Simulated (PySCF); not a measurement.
Compound: CH7GeNOSi.
Z-matrix (Å and degrees, PBE0-D3(BJ)/def2-SVP geometry), rows numbered from 1:
```
O 
C   1  1.2097
N   2  1.3619  1  125.12
Si  3  1.7853  2  124.81  1     0.59
Ge  4  2.3758  3  110.97  2     0.92
H   2  1.1164  1  121.65  3  -179.94
H   3  1.0151  2  114.99  1  -179.71
H   4  1.4962  3  107.58  2  -121.87
H   4  1.4961  3  107.32  2   123.31
H   5  1.5337  4  111.03  3    62.89
H   5  1.5325  4  111.80  3   -62.63
H   5  1.5495  4  105.84  3   179.85
```

Method: PySCF, PBE0-D3(BJ)/def2-SVP geometry optimisation, gas phase.

Masses are those of the commonest isotopes; rigid-rotor values at the optimised geometry. The values belong to one conformer with, in the numbering `[O:1]=[CH:2][NH:3][SiH2:4][GeH3:5]`, O1–C2–N3–Si4 1°, C2–N3–Si4–Ge5 1°.

(1) Give the principal moments of inertia and the rotational constants in MHz.

(2) What kind of rotor is it?

(3) Is it planar, by Δ = Ic − Ia − Ib?

(4) Give the other two planar moments, Paa and Pbb, and the rms extents of the mass along the axes.

(5) Give the coordinates in the principal-axis frame, origin at the centre of mass.

(6) Which types of transition are allowed, and where do some lines up to J = 5 fall?

## Answers

(1) Ia = 131.18, Ib = 316.00, Ic = 434.83 u·Å²; 505379 MHz·u·Å²/I gives A = 3853, B = 1599, C = 1162 MHz.

(2) An asymmetric top; Ray's κ = -0.675.

(3) Not planar: Δ = Ic − Ia − Ib = -12.34 u·Å². For a rigid frame Δ = −2 Σ m c², so Σ m c² = 6.17 u·Å² lies off the ab plane: 6.16 from hydrogen and 0.01 from heavier atoms. The atom farthest from that plane is 1.29 Å away.

(4) Paa = Σ m a² = (Ib + Ic − Ia)/2 = 309.83 and Pbb = Σ m b² = (Ia + Ic − Ib)/2 = 125.01 u·Å². With the mass M = 150.95 u, the rms extents √(P/M) along a, b and c are 1.43, 0.91, 0.20 Å.

(5) The sense of each axis is arbitrary; atoms in the order of the calculation.
```tsv
atom	mass (u)	a (Å)	b (Å)	c (Å)
O1	15.995	-1.368	1.609	-0.015
C2	12.000	-2.260	0.792	0.008
N3	14.003	-2.086	-0.558	0.010
Si4	27.977	-0.502	-1.382	-0.008
Ge5	73.921	1.276	0.194	0.002
H6	1.008	-3.333	1.098	0.030
H7	1.008	-2.943	-1.101	0.026
H8	1.008	-0.463	-2.262	-1.217
H9	1.008	-0.454	-2.280	1.188
H10	1.008	1.262	1.032	1.287
H11	1.008	1.262	1.076	-1.251
H12	1.008	2.582	-0.641	-0.010
```

(6) The dipole components are |μa| = 2.29 D, |μb| = 2.25 D, |μc| = 0.05 D. The squared components, which scale the intensities, stand as 1.00 : 0.97 : 0.00 (a : b : c). Some lines, for components of 0.1 D or more:

```json
{"type": "a", "branch": "Q", "J(Ka,Kc)": "1(1,0) ← 1(1,1)", "MHz": "437", "lower level (cm⁻¹)": "0.167"}
{"type": "a", "branch": "Q", "J(Ka,Kc)": "4(2,2) ← 4(2,3)", "MHz": "806", "lower level (cm⁻¹)": "1.249"}
{"type": "b", "branch": "R", "J(Ka,Kc)": "5(2,3) ← 4(3,2)", "MHz": "2880", "lower level (cm⁻¹)": "1.668"}
{"type": "b", "branch": "R", "J(Ka,Kc)": "2(0,2) ← 1(1,1)", "MHz": "3212", "lower level (cm⁻¹)": "0.167"}
{"type": "a", "branch": "Q", "J(Ka,Kc)": "4(1,3) ← 4(1,4)", "MHz": "4338", "lower level (cm⁻¹)": "0.926"}
{"type": "b", "branch": "Q", "J(Ka,Kc)": "4(1,3) ← 4(0,4)", "MHz": "5294", "lower level (cm⁻¹)": "0.894"}
{"type": "b", "branch": "R", "J(Ka,Kc)": "3(0,3) ← 2(1,2)", "MHz": "6187", "lower level (cm⁻¹)": "0.337"}
{"type": "b", "branch": "Q", "J(Ka,Kc)": "2(2,0) ← 2(1,1)", "MHz": "6818", "lower level (cm⁻¹)": "0.381"}
{"type": "a", "branch": "R", "J(Ka,Kc)": "3(1,3) ← 2(1,2)", "MHz": "7595", "lower level (cm⁻¹)": "0.337"}
{"type": "a", "branch": "R", "J(Ka,Kc)": "3(0,3) ← 2(0,2)", "MHz": "8061", "lower level (cm⁻¹)": "0.274"}
{"type": "b", "branch": "R", "J(Ka,Kc)": "4(0,4) ← 3(1,3)", "MHz": "9113", "lower level (cm⁻¹)": "0.590"}
{"type": "a", "branch": "R", "J(Ka,Kc)": "4(1,4) ← 3(1,3)", "MHz": "10070", "lower level (cm⁻¹)": "0.590"}
{"type": "b", "branch": "Q", "J(Ka,Kc)": "4(3,1) ← 4(2,2)", "MHz": "11768", "lower level (cm⁻¹)": "1.276"}
{"type": "b", "branch": "Q", "J(Ka,Kc)": "3(3,0) ← 3(2,1)", "MHz": "12116", "lower level (cm⁻¹)": "0.892"}
{"type": "a", "branch": "R", "J(Ka,Kc)": "5(4,2) ← 4(4,1)", "MHz": "13936", "lower level (cm⁻¹)": "2.242"}
{"type": "b", "branch": "R", "J(Ka,Kc)": "4(2,3) ← 3(1,2)", "MHz": "17144", "lower level (cm⁻¹)": "0.678"}
{"type": "b", "branch": "R", "J(Ka,Kc)": "5(2,4) ← 4(1,3)", "MHz": "19035", "lower level (cm⁻¹)": "1.071"}
```

No frequency check. Zero-point vibration and centrifugal distortion are left out. A rigid rotor knows nothing of internal rotation, which can split or shift real lines. Quadrupole hyperfine structure (14N) is left out.

Time: 1.8 min; peak memory 0.53 GiB. Hardware: one thread of an Arm Neoverse N1, no GPU, shared host with 64 logical CPUs at a one-minute load of 60. This is the geometry optimisation.
